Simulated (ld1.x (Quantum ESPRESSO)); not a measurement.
Building the RRKJ potential for nickel (Ni) (PBEsol, scalar-relativistic).

- Element: Ni
- Generator: ld1.x (Quantum ESPRESSO) 7.5
- Type: norm-conserving RRKJ (Kleinman–Bylander form)
- Functional: PBEsol
- Relativity: scalar-relativistic
- Frozen core: [Ne] 3s2
- Valence charge: 16
- Reference configuration: 3p6 3d8 4s2 4p0
- Partial waves: 3p (bound): rc 0.80 bohr; 3d (bound): rc 1.05 bohr; 4s (bound): rc 2.45 bohr
- Local potential: the s channel
- Core correction: Bessel-smoothed model core, default radius (core density twice the valence density)

All-electron outer shells of the reference configuration (PBEsol, scalar-relativistic, ld1.x):

```tsv
shell	level (eV)	outermost node (bohr)	outermost maximum (bohr)
2p	-844.17	–	0.16
3s	-110.78	0.30	0.64
3p	-71.25	0.27	0.65
3d	-8.90	–	0.63
4s	-5.66	0.92	2.24
4p	-1.19	1.00	3.14
```

**Question.** Estimate the cutoffs (Ry, on a coarse ladder) from which the occupation-weighted sum of valence levels, in a spherical-Bessel basis at the reference potential, stays within 10 and 1 mRy of its value at 400 Ry.

**Answer.** 230 Ry and over 300 Ry.

**Question.** Does the potential have ghost states?

**Answer.** No extra level below or beside the all-electron valence levels (p, d, s, f tested).

**Question.** Which valence shell sets the plane-wave cutoff?

**Answer.** 3p: its level needs 230 Ry to come within 1 mRy, against 160 Ry for 3d.

**Question.** Tests: 3p6 3d8 4s1 4p0; 3p6 3d8 4s0 4p0; 3p6 3d7 4s0 4p0; 3p6 3d8 4s0 4p1; 3p6 3d8 4s0 4p2; 3p6 3d7 4s2 4p1; 3p6 3d9 4s1 4p0. Which has the largest error in its energy relative to the reference configuration, and how large is it?

**Answer.** 3p6 3d8 4s0 4p2, with -1643 meV (all-electron minus pseudo) on +9.54 eV.
